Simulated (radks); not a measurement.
Species: the tellurium ion Te48+. Configuration: [He] 2s2. Method: Dirac Kohn-Sham, PBE, spin-unpolarised, spherical densities, point nucleus; computed with a radial shooting solver on a logarithmic mesh with Libxc functionals.

Normalised radial functions P(r) = r R(r) (large component), r in bohr:

r          1s1/2   2p1/2
0.002272  1.7553  0.0462
0.003006  2.1892  0.0685
0.004009  2.7124  0.1042
0.005348  3.3029  0.1600
0.007075  3.9125  0.2439
0.009437  4.5186  0.3762
0.01259   5.0104  0.5755
0.01665   5.2603  0.8561
0.02221   5.1529  1.2537
0.02939   4.6113  1.7470
0.0392    3.6331  2.3222
0.05228   2.4215  2.8525
0.06917   1.3193  3.1453
0.09226   0.5285  3.0199
0.1231    0.1430  2.3914
0.1628    0.0244  1.4904
0.2172    0.0020  0.6549
0.2873    0.0001  0.1906
0.3832    0.0000  0.0295

1s1/2: eigenvalue -36342 eV, 0 radial nodes, <r> = 0.0277 bohr, 90 % of the charge inside 0.0497 bohr. 2p1/2 (empty): eigenvalue -8624.1 eV, 0 radial nodes, <r> = 0.0938 bohr, 90 % of the charge inside 0.152 bohr.
